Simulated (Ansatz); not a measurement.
Calculated with Ansatz (gas phase, PBE0-D4/def2-TZVP geometries, no zero-point term in ΔE). CCSD(T)/CBS adds triple-zeta CCSD(T) − MP2 to the extrapolated MP2 energy (def2 sets, frozen cores). This one scheme is used for every species. DFT in def2-TZVPP. B3LYP here is the variant with VWN-RPA as its local correlation; programs differ in this. HSE06 is defined as in plane-wave codes. One conformer a species, not always the lowest.

Consider the ligand exchange at a B–O bond: `COBO` + `O[SiH2][SiH3]` → `OBO[SiH2][SiH3]` + CH₃OH.

```
        level  ΔE (kJ/mol)  difference from CCSD(T)/CBS
       PBE-D4          2.3                          3.3
      PBE0-D4          0.0                          1.0
   r2SCANh-D4          0.7                          1.7
     HSE06-D4          0.1                          1.1
 CAM-B3LYP-D4          0.5                          1.5
      ωB97X-V         -0.2                          0.8
       B2PLYP          2.0                          3.0
       revPBE          4.7                          5.7
         BLYP          5.3                          6.3
        B3LYP          3.3                          4.3
      r2SCANh          1.5                          2.5
      r2SCAN0          0.7                          1.7
    CAM-B3LYP          2.9                          3.9
      LC-ωPBE          2.1                          3.1
 MP2/def2-SVP         -2.6                         -1.6
MP2/CBS(def2)         -0.1                          0.9
  CCSD(T)/CBS         -1.0                            0
```

What do rigid-rotor, harmonic-oscillator terms from PBE0-D4/def2-TZVP frequencies (298.15 K, 1 bar) make of the CCSD(T)/CBS value? (Estimate.)

Computed: ΔZPE = +0.6 kJ/mol, ΔH = +0.3 kJ/mol, ΔS = -1 J/(mol·K), ΔG = +0.7 kJ/mol.

Largest T1 diagnostic among the species: 0.013.

From BLYP to BHLYP (50 % exact exchange), in def2-TZVPP and without D4, ΔE moves by −4.3 kJ/mol. The D4 term adds −3.6 kJ/mol with B3LYP and −2.2 kJ/mol with PBE0; it sums over pairs of atoms, weighted by their polarisabilities, and B3LYP, whose exchange is more repulsive, gets the larger term.
